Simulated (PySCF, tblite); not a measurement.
Isomers of C3H8NSi (doublet state), one GFN2-xTB conformer each. Single-point energies are computed at B3LYP/pcH-1 (PySCF, gas phase, no added dispersion term), electronic only. GFN2-xTB treats the open shell by occupation alone, and not every SCF solution was tested for stability.

Question: Rank them by B3LYP/pcH-1 energy, lowest first (kcal/mol).
A. `[CH2:1][SiH2:2]/[N:3]=[CH:4]/[CH3:5]` (doublet state) with H–C1–Si2–N3 -169° and 15°, C1–Si2–N3–C4 124°
B. `[CH3:1]/[CH:2]=[N:3]/[SiH:4][CH3:5]` (doublet state) with C2–N3–Si4–C5 179°

Answer: B (0.0), A (6.0).

GFN2-xTB itself gives, in the same order: 0.0, 25.5. Both levels put the same isomer lowest.

Q: What happens when harmonic zero-point energies from GFN2-xTB frequencies are added?

A: 
| SMILES | ZPE (kcal/mol) | electronic (kcal/mol) | with ZPE (kcal/mol) |
| --- | --- | --- | --- |
| C/C=N/[SiH]C | 63.2 | 0.0 | 0.0 |
| [CH2][SiH2]/N=C/C | 59.9 | 6.0 | 2.7 |

The zero-point energies span 3.3 kcal/mol. The order is unchanged.
